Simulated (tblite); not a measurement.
Run record: tight-binding relaxation, `N/C(=C\C=[NH2+])C(F)(F)F`.

Computed with GFN2-xTB geometry optimisation, gas phase (tblite 0.8.0). Start geometry: from a force field or distance geometry. A driver script takes a list of jobs; this job's settings line and coordinates (Å) are shown.

Input:
```
{"job": {"kind": "relax", "xc": "GFN2-xTB", "basis": "xTB"}, "charge": 1, "multiplicity": 1}
N     -0.379900     0.289600     1.339900
C     -0.697100     0.073900    -0.034600
C      0.240700    -0.185000    -0.915500
C      1.654700    -0.262600    -0.687100
N      2.275800    -0.129600     0.416400
C     -2.114300     0.126000    -0.434300
F     -2.286100    -0.102500    -1.787200
F     -2.718700     1.339200    -0.073400
F     -2.790300    -0.870800     0.234500
H     -0.362000    -0.549500     1.995100
H     -0.198900     1.256400     1.716900
H     -0.137100    -0.340300    -1.947800
H      2.261600    -0.490200    -1.561800
H      1.908600     0.078800     1.343800
H      3.338700    -0.225600     0.373000
```

Give the output.

```
step      E/eV     max force
  0    -847.40611    3.905
  1    -847.85560    1.782
  2    -847.95672    0.880
  3    -848.00093    0.809
  4    -848.09745    1.103
  5    -848.18005    1.342
  6    -848.24838    1.075
  7    -848.32972    0.614
  8    -848.34654    0.653
  9    -848.36463    0.431
... (82 lines left out)
 92    -849.08613    0.022
 93    -849.08624    0.031
 94    -849.08637    0.032
 95    -849.08652    0.028
 96    -849.08664    0.022
 97    -849.08673    0.019
 98    -849.08678    0.021
 99    -849.08683    0.017
100    -849.08686    0.010
101    -849.08688    0.008
```

«max force» is the largest atomic force in eV/Å.

From which step on does the largest force stay under 0.1 eV/Å, and how much energy is left to gain from there?

From step 53 (0.089 eV/Å), 9.9 meV above the end.

In short: energy lowered by 38.8 kcal/mol over 101 steps; largest atomic force 0.008 eV/Å at the end.

Where do the atoms end?

0.510 Å rms from the input after alignment:
```
atom  x, y, z in Å
N1    -0.5480    0.1451    1.3886
C2    -0.6603    0.0330    0.0737
C3     0.2997   -0.3258   -0.8524
C4     1.6784   -0.4448   -0.6874
N5     2.4141   -0.0138    0.3070
C6    -2.0920    0.2967   -0.4247
F7    -2.1937    0.2832   -1.7418
F8    -2.5031    1.4866    0.0201
F9    -2.9184   -0.6250    0.0753
H10    0.2694   -0.1709    1.8890
H11   -1.3650    0.3638    1.9471
H12   -0.0637   -0.5412   -1.8478
H13    2.2176   -0.9163   -1.5022
H14    2.0405    0.5590    1.0521
H15    3.4200   -0.1217    0.2814
```

Time: 0.48 s of wall time. Hardware: one thread of an Arm Neoverse V2, no GPU, shared host with 96 logical CPUs at a one-minute load of 29.
Labels such as C1 count atoms from 1, the log's own numbers from 0.
